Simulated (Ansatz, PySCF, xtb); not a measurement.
Energy difference R1 → P1 + P2, each structure at its B3LYP-D3(BJ)/def2-TZVP stationary point, reached from a drawn start (curvature not checked).
R1: BH3 (SMILES B), charge 0, multiplicity 1.
P1: BH (SMILES [BH]), charge 0, multiplicity 1.
P2, H2 (SMILES [H][H]) (charge 0, multiplicity 1):
| atom | x (Å) | y (Å) | z (Å) |
|---|---|---|---|
| H | 0.0000 | 0.0000 | 0.3720 |
| H | 0.0000 | 0.0000 | -0.3720 |

P less R. No zero-point or thermal terms.

Cores are frozen in the correlated methods. CBS: X⁻³ extrapolation of the correlation energy, Hartree–Fock from the larger set.

The values were computed with Ansatz (Gaussian orbitals); PySCF for the D3/D4 terms; xtb for the GFN methods. All values are computed, each at the level named.

The comparison value is 3.733 eV (CCSD(T)/CBS(cc-pVTZ, cc-pVQZ)). It is a level with limits of its own, not the exact answer.

Task: Order these levels by how close they come to the comparison value for the reaction energy, closest first: PBE-D3(BJ)/def2-TZVPP, HF/cc-pVTZ, BLYP-D4/def2-TZVPP, GFN1-xTB, B3LYP-D4/def2-TZVPP. Give each level's value less the comparison value.

Result: HF/cc-pVTZ (0.003 eV), BLYP-D4/def2-TZVPP (0.117 eV), B3LYP-D4/def2-TZVPP (0.223 eV), PBE-D3(BJ)/def2-TZVPP (0.299 eV), GFN1-xTB (-0.566 eV)

Ansatz is an electronic-structure program.
